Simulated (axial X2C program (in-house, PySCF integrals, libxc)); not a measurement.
**Levels of AuB⁺ by electron attachment to AuB²⁺ (EOM-EA-CCSD)**

Computed with an in-house all-electron X2C program for linear molecules (integrals from PySCF): two-component X2C with atomic mean-field Coulomb and Gaunt terms, Gaussian nuclei, basis Au dyall-acv3z, B dyall-av3z with contracted cores.

R = 1.731 Å (0.920 times 1.882 Å, the PBE0 minimum at charge 1 for the lowest determinant).

Levels of AuB⁺ obtained by attaching an electron to AuB²⁺:

```tsv
Ω	binding energy (eV)	above lowest (cm⁻¹)	attached spinor	one-particle weight
1/2	16.111	0	54% B pσ, 27% Au sσ	0.94
1/2	13.902	17811	62% B pπ, 20% Au pπ, 9% Au dπ	0.94
3/2	13.598	20262	66% B pπ, 17% Au pπ, 10% Au dπ	0.94
1/2	11.775	34970	37% Au pσ, 24% B pσ, 16% Au sσ	0.84
```

**Question.** Take the first Ω = 1/2 and Ω = 3/2 rows of π character: how far apart are they, and which lies lower?

**Answer.** E(3/2) − E(1/2) = 20262 − 17811 = 2451 cm⁻¹ at EOM-EA-CCSD: regular, Ω = 1/2 lower. Splittings at this level can be off by ten to twenty per cent.

This point took 18 s on 1 thread of Arm Neoverse V1, with other jobs on the host.

Reference electrons by ω block (each with its −ω partner): 1/2: 23, 3/2: 12, 5/2: 5, 7/2: 1. 12 electrons of AuB²⁺ correlated (inner shells frozen), 92 natural virtual spinors (a truncated set); levels can be off by some tenths of an eV. Roots sought by Ω: (1/2: 5, 3/2: 4, 5/2: 2, 7/2: 1); rows need 60 % one-particle weight and stop where some Ω has no more roots. Missing are any skipped roots, higher Ω and states of a further excitation; these come out far too high here and may in truth be low or lowest. T1 of the reference 0.025 (Lee–Taylor). The reference was not checked to be the lowest state of its species. Number of frozen shells: Au 5 s, 4 p, 2 d, 1 f; B 1 s.
